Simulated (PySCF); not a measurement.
Vertical excitations of a molecule C₃H₆BNO from TDDFT-ωB97X/def2-SVPD (PySCF), as energy in eV (oscillator strength): 6.41 (0.000), 6.63 (0.144), 6.82 (0.352), 6.93 (0.005), 7.63 (0.037), 7.92 (0.001), 8.26 (0.022). Lowest triplet (TDA): 4.02 eV. Geometry optimised at r2SCAN-D4/def2-SVP. The values are those of a single conformer.

Identify the compound among the candidates.
(A) CB1COC=N1
(B) NB1C=COC1
(C) NB1CC=CO1
(D) C=C1CNB1O

D, C=C1CNB1O
